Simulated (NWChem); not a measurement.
MgNH3; SMILES [NH2][MgH]

All runs: NWChem. Pople sets run with spherical d functions. The geometry was optimised at PBE0-D3(BJ)/def2-TZVP. Level: PBE0/6-31+G*; rows give the wavelength of the field.

| field | isotropic polarisability (bohr³) | anisotropy (bohr³) |
|---|---|---|
| static | 35.4 | 11.6 |
| 1065 nm | 36.2 | 12.0 |
| 589 nm | (withheld) | (withheld) |

### Question
Fill in the missing entries.

### Answer

- 589 nm, isotropic polarisability (bohr³): 38.5
- 589 nm, anisotropy (bohr³): 13.2
